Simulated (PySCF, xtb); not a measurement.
CH7Cl2NSi2, SMILES [SiH3]CN[SiH](Cl)Cl. The values are those of a single conformer.

Harmonic wavenumbers (cm⁻¹) from GFN2-xTB run with xtb at its own minimum, in rising order: 35, 65, 98, 126, 141, 187, 286, 310, 451, 474, 510, 532, 550, 663, 675, 719, 756, 780, 787, 788, 859, 1143, 1154, 1268, 1367, 1471, 2246, 2253, 2280, 2290, 2923, 2987, 3443.

Q: What does PySCF with B3LYP-D3(BJ)/def2-SVP give at its own minimum? (The exact figures need the calculation; the answer reports its results.)

A: 32, 45, 97, 145, 179, 200, 281, 316, 441, 513, 523, 575, 593, 739, 794, 826, 863, 887, 931, 949, 956, 1124, 1190, 1266, 1395, 1455, 2214, 2222, 2236, 2292, 2986, 3057, 3580. Paired by order, the mean absolute difference is 50 cm⁻¹ and the zero-point energies are 49.5 and 51.3 kcal/mol.
